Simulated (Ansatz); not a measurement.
The same path of C2H3BOS (8 atoms, charge 0, multiplicity 1) was run twice with different band settings. Lost on the way: S3–B4, O5–H8. Made: C1–H8.

Level of theory: RKS PBE0-D4/6-31G in Ansatz.

Relaxed end points:

```xyz
8
Properties=species:S:1:pos:R:3
C -0.160 1.570 1.400
C 0.541 0.694 0.931
S 1.532 -0.573 0.242
B 0.304 -1.233 -1.009
O -0.936 -0.706 -1.143
H -0.750 2.345 1.829
H 0.666 -2.138 -1.680
H -1.196 0.042 -0.570
```

```xyz
8
Properties=species:S:1:pos:R:3
C -0.463 1.247 0.941
C 0.706 0.671 0.978
S 2.139 -0.070 0.989
B -0.139 -1.613 -1.582
O -1.050 -0.835 -1.352
H -0.723 2.057 1.615
H 0.728 -2.362 -1.805
H -1.198 0.904 0.216
```

Common settings: movable images 5; climbing image yes; optimiser quadratic models (default); start path through a guess of the saddle point; force threshold 0.05 eV/Å; end points relaxed.

| run | spring | iteration limit |
| --- | --- | --- |
| 1 | 5.0 eV/Å² | 47 |
| 2 | 2.0 to 10.0 eV/Å², energy-weighted | 59 |

What does each run give, and how far can it be trusted?

Run 1: converged after 25 iterations, highest image 1.155 eV above the first end. A vibrational analysis at the climbing image gives one clearly imaginary mode, 839i cm⁻¹: a first-order saddle point.
Run 2: converged after 14 iterations, highest image 1.155 eV above the first end. Another band between the same ends (5 images) ends at a top of the same energy, where a vibrational analysis finds 1 clearly imaginary mode.
The orbitals stay closed-shell, which can raise the energy where a bond breaks towards radicals; this wasn't checked here. Limits of this set-up: no polarisation functions.
